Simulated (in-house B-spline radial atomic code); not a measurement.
Values are calculated unless marked as measured or tabulated.
Nb in an electron gas of r_s = 3: phase shifts, screening, friction and resistivity

A nucleus sits in a uniform electron gas with a rigid positive background. The Kohn-Sham equations are solved self-consistently in the spin-unpolarised LDA (PW92), non-relativistic, on B-splines with outgoing waves at the boundary and partial waves to l = 8. The model has no lattice, no bands and no magnetic solution. Atomic units; δ_l are the phase shifts at the Fermi level, counted so that each bound state adds π, and good to about 0.0005. A narrow, partly filled d or f resonance in a thin gas would split by spin, so such rows rest on a solution that is probably unstable.

The density parameter is r_s = 3 bohr, near that of the valence electrons of Ag (1 per atom, density 10.5 g/cm³, mass 107.87 u, which gives r_s = 3.02).

| l | δ_l (rad) |
| --- | --- |
| 0 | 12.2953 |
| 1 | 9.3416 |
| 2 | 4.8629 |
| 3 | -0.0290 |
| 4 | -0.0036 |
| 5 | -0.0007 |
| 6 | -0.0004 |
| 7 | -0.0004 |
| 8 | -0.0004 |

Bound levels below the band bottom (hartree): s -15.02, p -12.18, d -6.966, s -1.674, p -0.8909 and deeper ones.

(1) Check the Friedel sum rule, and say where the screening charge sits.

(2) Find the transport cross section and the electronic stopping of a 10 keV Nb ion (mass 92.91 u).

(3) What residual resistivity would 1 atomic per cent of such centres give in Ag?

(4) On a substitutional site the background of one host ion, a sphere holding 1 charge, is taken out. The phase shifts for l = 0 to 4 become 12.2147, 9.2986, 4.5964, -0.0318, -0.0044. What follows?

## Answers

(1) k_F = (9π/4)^(1/3)/r_s = 0.63972. The rule is Z = (2/π) Σ (2l + 1) δ_l. The terms are s 7.827, p 17.841, d 15.479, f -0.129 and -0.037 beyond, in all 40.981 against Z = 41. Bound states hold 8 s, 18 p, 10 d electrons, so the scattering states carry 4.98 in all; where a term is smaller than its bound count, the bound level has drawn weight out of the band.

(2) σ_tr = (4π/k_F²) Σ (l + 1) sin²(δ_l − δ_(l+1)). The terms for l = 0 to 3 are 0.0349, 1.8928, 2.9044, 0.0026, all together 4.8346, so σ_tr = 30.707 × 4.8346 = 148.455 bohr². With n = 3/(4π r_s³) = 0.008842, the friction coefficient is Q = n k_F σ_tr = 0.8397. For v well below v_F = 0.640, dE/dx = Q v; with 24801 eV per u at v = 1, v = √(10000/(24801 × 92.91)) = 0.0659, so dE/dx = 0.05532 hartree/bohr = 28.4 eV/nm. The largest term couples the d and f waves.

(3) Δρ = k_F n_i σ_tr/n in atomic units of 21.74 μΩ·cm. With one host atom per 1 electron, n_i/n = 0.01/1, so Δρ = 0.6397 × 0.01000 × 148.455 × 21.74 = 20.65 μΩ·cm. This is an atom added to the gas, as on an interstitial site.

(4) The Friedel sum is now 39.98, for Z − 1 = 40. The sum in σ_tr is 5.0316, so σ_tr = 154.50 bohr² and Δρ = 21.49 μΩ·cm per atomic per cent, 1.04 times the value above. A real host ion scatters too, so this model doesn't give zero even for the host's own atom.
